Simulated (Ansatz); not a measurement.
Ansatz (an electronic-structure program) input (MP2/def2-TZVP):

Ansatz 0.2 input:
```yaml
crystal:
  periodic: [false, false, false]
  atoms:
    - {symbol: Ni, position_ang: [0.00000000, 0.00000000, 0.00000000]}
    - {symbol: Cl, position_ang: [0.00000000, 0.00000000, 2.07507030]}
    - {symbol: Cl, position_ang: [-0.00000000, -0.00000000, -2.07507030]}
basis:
  gaussian:
    orbitals: def2-TZVP
magnetization: {spin_polarized: true, initial_magnetization: 2}
correlation: {method: mp2, electrons: outside_noble_gas}
relax: {f_tol: 0.003, max_steps: 100}
```

End of the output:

```
mean field evaluation 352: about -66009.2283 eV, gradient 1.7e0 eV
mean field evaluation 384: about -66014.9886 eV, gradient 1.3e0 eV
mean field evaluation 416: about -66014.7707 eV, gradient 1.4e-3 eV
mean field -66015.01018370 eV, -2426.0068776700 hartree, gradient 3.2e-6 eV, S^2 2.007217; 14 other end points of the search recorded, 0 dependent functions left out
19 core orbitals not correlated
reference -66015.01018370 eV, -2426.0068776700 hartree; 13, 11 occupied and 87, 89 virtual orbitals, 968 factors
densities: 0.49 GiB planned
second order -17.43840010 eV of doubles, -0.00000000 eV of singles
the calculation of the forces begins
Total energy: -66032.44858380 eV, -2426.6477270535 hartree
Atom 0 at    -0.000000     0.000000     0.000000 Å, force     0.000000    -0.000000    -0.000000 eV/Å
Atom 1 at     0.000000    -0.000000     2.107888 Å, force    -0.000000     0.000000     0.000043 eV/Å
Atom 2 at     0.000000    -0.000000    -2.107888 Å, force    -0.000000    -0.000000    -0.000043 eV/Å
Dipole moment:    -0.000000     0.000000    -0.000000 e Å
Checks for a lower state left out: cluster_reference
```

The spin state was set by rule; other spins were not relaxed.
